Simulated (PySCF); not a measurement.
CH₁₀GeOSi₂.
Numbering: `[SiH3:1][CH2:2][GeH2:3][O:4][SiH3:5]` (hydrogens: H6, H7, H8 on Si1; H9, H10 on C2; H11, H12 on Ge3; H13, H14, H15 on Si5)

Computed, not measured: PBE0-D3(BJ)/def2-SVP geometry optimisation, gas phase (PySCF 2.14.0).

Entries marked ? are missing. Bonds in one row agree within 0.01 Å.

```csv
coordinate,value
Si1–C2,?
C2–Ge3,?
Ge3–O4,1.784 Å
O4–Si5,?
"Si1–H6, Si1–H7, Si1–H8",1.494 Å
"C2–H9, C2–H10",1.102 Å
"Ge3–H11, Ge3–H12",1.540 Å
"Si5–H13, Si5–H14, Si5–H15",1.496 Å
C2–Si1–H6,110.3°
C2–Si1–H8,110.6°
H6–Si1–H7,108.4°
H6–Si1–H8,109.0°
Si1–C2–Ge3,112.6°
Si1–C2–H9,?
Ge3–C2–H9,109.1°
H9–C2–H10,?
C2–Ge3–O4,106.7°
C2–Ge3–H11,111.7°
C2–Ge3–H12,112.8°
O4–Ge3–H11,?
O4–Ge3–H12,?
H11–Ge3–H12,111.6°
Ge3–O4–Si5,137.9°
O4–Si5–H13,111.0°
```

Task: Estimate the withheld lengths and angles.

Result: 
- Si1–C2 = 1.887 Å, drawn single (SiH3 silicon to sp3 carbon bound to silicon); 0.02 Å above the sum of covalent radii, 1.87 Å.
- C2–Ge3 = 1.948 Å, drawn single (ends: sp3 carbon bound to silicon; germanium bonded to C, O and 2 H); 0.01 Å below the sum of covalent radii, 1.96 Å.
- O4–Si5 = 1.653 Å, drawn single (ends: oxygen bonded to Ge and Si; oxygen-bound silicon); 0.12 Å below the sum of covalent radii, 1.77 Å.
- Si1–C2–H9 = 109.3°, at the sp3 carbon bound to silicon; the outer atoms are 2.480 Å apart.
- H9–C2–H10 = 107.4°, at the sp3 carbon bound to silicon; the outer atoms are 1.777 Å apart.
- O4–Ge3–H11 = 105.2°, at the germanium bonded to C, O and 2 H; the outer atoms are 2.641 Å apart.
- O4–Ge3–H12 = 108.4°, at the germanium bonded to C, O and 2 H; the outer atoms are 2.702 Å apart.

Radii are Cordero's, carbon taken as 0.76, 0.73 or 0.69 Å for four, three, and two or fewer neighbours.

Not checked by PBE0-D3(BJ)/def2-SVP frequencies. The numbers are those of one conformer (Si1–C2–Ge3–O4 36°, C2–Ge3–O4–Si5 74°).
